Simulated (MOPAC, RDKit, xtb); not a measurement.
Pair of molecules: PH3 (SMILES P) (first 4 atoms) with Si2H6 (SMILES [SiH3][SiH3]); geometry from B3LYP-D3(BJ)/def2-TZVP, rigid monomers moved along the line of their centres of mass till H4···Si5 is 3.89 Å.
(charge 0, multiplicity 1):
```xyz
12

P     -0.36015     0.22824    -0.07538
H      0.78130    -0.17925     0.66057
H      0.36734     1.17819    -0.83875
H     -0.74947     1.18356     0.89775
Si     0.70990     0.77080     4.48335
Si    -0.77542    -1.04254     4.42141
H      0.05609     1.99568     3.96331
H      1.91122     0.48801     3.66205
H      1.13926     1.01999     5.88152
H     -1.96020    -0.75794     5.26707
H     -0.10837    -2.26417     4.93382
H     -1.23600    -1.30222     3.03631
```

Interaction energies are E(AB) − E(A) − E(B) at the monomers' geometry in the complex; basis-set methods are counterpoise corrected.

The state reached by PM7 isn't checked; PM7 holds dispersion and hydrogen-bond terms.

Programs: MOPAC for PM7 (differences of heats of formation); RDKit for the force fields; xtb for the GFN methods. Each number belongs to the level named beside it.

Task: One of these levels gives -1.60 kcal/mol for the interaction energy. Name it.
A) GFN1-xTB
B) MMFF94
C) PM7

Result: A, GFN1-xTB. The others give -0.60 (MMFF94), -0.21 (PM7)
